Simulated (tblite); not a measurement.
Isomers of C3H6NSi2 (doublet state). Method: GFN2-xTB as coded in tblite; computed harmonic values from a numerical Hessian at the method's own geometry, unscaled. The method is semi-empirical: single wavenumbers can be off by several per cent or more. Modes of hydrogen on silicon can be 10 to 20 % off. One conformer each. Open shells enter through the occupations alone, without spin polarisation, and single modes of such species can be off by tens of per cent.

Electronic energies: GFN2-xTB at the same geometries; isomer energies are rough at this level and their order can be wrong.

```
                 SMILES  electronic energy, lowest = 0 (kcal/mol)
  N#C[C]1[SiH2]C[SiH2]1                                       0.0
N#C[C@@H]1[SiH]C[SiH2]1                                       1.6
 N#CC1[SiH2][CH][SiH2]1                                      11.0
```

How do GFN2-xTB zero-point energies change the relative energies?

```tsv
SMILES	ZPE (kcal/mol)	of it from modes above 1550 cm⁻¹	electronic (kcal/mol)	with ZPE, lowest = 0 (kcal/mol)	lowest mode (cm⁻¹)	rings
N#C[C]1[SiH2]C[SiH2]1	45.0	24.6	0.0	0.0	46	1
N#C[C@@H]1[SiH]C[SiH2]1	47.1	25.8	1.6	3.7	45	1
N#CC1[SiH2][CH][SiH2]1	44.4	24.9	11.0	10.4	83	1
```

The zero-point energies span 2.7 kcal/mol, from `N#CC1[SiH2][CH][SiH2]1` to `N#C[C@@H]1[SiH]C[SiH2]1`. The order is unchanged.

What do entropy and thermal enthalpy add at 298.15 K and 1 bar (rigid rotor, harmonic oscillator, one conformer each)?

```tsv
SMILES	point group	symmetry number	S (cal/(mol K))	H − H(0) (kcal/mol)	ZPE + H − H(0) − TS (kcal/mol)
N#C[C]1[SiH2]C[SiH2]1	C2v	2	88.6	5.79	24.3
N#C[C@@H]1[SiH]C[SiH2]1	C1	1	88.4	5.54	26.3
N#CC1[SiH2][CH][SiH2]1	Cs	1	88.7	5.78	23.7
```

S holds R ln(2S + 1) for the spin.
